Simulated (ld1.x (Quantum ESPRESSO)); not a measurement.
# Transferability test, PAW potential for tantalum (Ta)

| Property | Result |
| --- | --- |
| Element | Ta |
| Generator | ld1.x (Quantum ESPRESSO) 7.5 |
| Type | PAW |
| Functional | PBEsol |
| Relativity | scalar-relativistic |
| Frozen core | [Kr] 4d10 4f14 |
| Valence charge | 13 |
| Reference configuration | 5s2 5p6 5d3 6s2 6p0 |
| Partial waves | 5s (bound): rcut 1.80, rcutus 1.95 bohr; 6s (bound): rcut 1.80, rcutus 1.95 bohr; 5p (bound): rcut 1.70, rcutus 1.85 bohr; 6p (bound, empty): rcut 1.70, rcutus 1.85 bohr; 5d (bound): rcut 2.35, rcutus 2.85 bohr; 5d channel at 0.5 Ry: rcut 2.35, rcutus 2.85 bohr; 5f channel at -0.1 Ry: rcut 1.85, rcutus 2.15 bohr; 5f channel at 2.15 Ry: rcut 1.85, rcutus 2.15 bohr |
| Local potential | all-electron potential smoothed inside 2.40 bohr (lloc = -1) |
| Core correction | Bessel-smoothed model core inside 1.75 bohr |
| Augmentation charge | PSQ, inside the norm-conserving radii |

Energies are relative to the spin-unpolarised reference configuration 5s2 5p6 5d3 6s2 6p0; without spin polarisation the order of configurations can differ from experiment. Not all tests gave a result: test run stopped at test 5 of 7 (negative rho). The frozen-core shift is the all-electron ΔE with the core orbitals held at their reference shape minus the fully relaxed ΔE.

Question: Give the all-electron excitation energy and the error of the potential for: 5s2 5p6 5d3 6s1 6p0; 5s2 5p6 5d3 6s0 6p0; 5s2 5p6 5d2 6s0 6p0; 5s2 5p6 5d3 6s0 6p1.

Answer:

```
valence configuration  charge  ΔE all-electron (eV)  error AE − PS (meV)  frozen-core shift (meV)
  5s2 5p6 5d3 6s1 6p0      +1                 8.505                 -2.5                     +3.0
  5s2 5p6 5d3 6s0 6p0      +2                23.481                 -8.0                     +9.3
  5s2 5p6 5d2 6s0 6p0      +3                47.092                  -43                      +39
  5s2 5p6 5d3 6s0 6p1      +1                13.632                 -2.1                     +4.4
```

ld1.x printed “convergence not achieved” for 2 of the counted tests; their residual had stalled under 1e-8, short of the target of 1e-14.
